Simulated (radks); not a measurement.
Initial-state core-level shifts of neutral gadolinium when its valence configuration changes from [Xe] 4f7 5d1 6s2. Method: scalar-relativistic Kohn-Sham, PBE, spin-polarised, spherical densities, finite nucleus; open shells are filled with parallel spins first (spin-orbit coupling, left out, can overturn this in heavy ions); Fermi nuclear charge, rms radius 5.1569 fm; computed with a radial shooting solver on a logarithmic mesh with Libxc functionals. Shifts are changes of the shell-averaged eigenvalues in eV (positive: less bound); the change of the density at the nucleus, which sets a Mossbauer isomer shift, is in e/bohr^3, on a base of 6.582e+05.

valence	1s	2p	5s	5p	density at nucleus
4f7 5d1 6p2	-2.289	-2.275	-2.264	-2.217	-52.60
4f7 5d1 6s1 6p1	-1.065	-1.064	-1.034	-1.007	-22.80
4f7 5d2 6s1	+1.714	+1.769	+1.870	+1.769	-27.95
4f6.5 5d1.5 6s2	-3.630	-3.904	-1.810	-1.401	+19.58
4f8 6s2	+5.951	+6.367	+3.416	+2.732	-31.58
4f7 5d2 6p1	+0.488	+0.563	+0.641	+0.541	-54.77
4f7 5d0.5 6s1 6p1.5	-2.584	-2.620	-2.606	-2.491	-19.71
4f7 5d1 6s1.5 6p0.5	-0.582	-0.581	-0.567	-0.554	-10.77
